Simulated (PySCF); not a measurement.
## How methods differ on the excitation energy of Pb

Pb [Xe] 4f14 5d10 6s2 6p2 (3P) → Pb [Xe] 4f14 5d10 6s1 6p3 (5S), as a difference of total energies. All numbers are calculated (PySCF 2.14, the spin-free X2C one-electron Hamiltonian (Gaussian nucleus), in ANO-RCC-VTZP (8s7p5d3f2g, 93 functions)). Correlated levels: valence: [Xe] 4f14 5d10 frozen. The calculations carry no spin-orbit coupling.

```json
{"method": "UHF", "excitation energy (eV)": "4.701"}
{"method": "MP2 (valence)", "excitation energy (eV)": "5.336"}
{"method": "SCS-MP2 (valence)", "excitation energy (eV)": "5.614"}
{"method": "CCSD (valence)", "excitation energy (eV)": "5.479"}
{"method": "CCSD(T) (valence)", "excitation energy (eV)": "5.500"}
```

Question: How much does correlation contribute at CCSD(T) (valence)?

Answer: 5.500 − (4.701) = 0.799 eV, measured against UHF.

Spin-orbit coupling is strong in these open shells (close to jj coupling). The scalar numbers leave it out and a first-order estimate fails, so it can dominate the gap to the real levels.
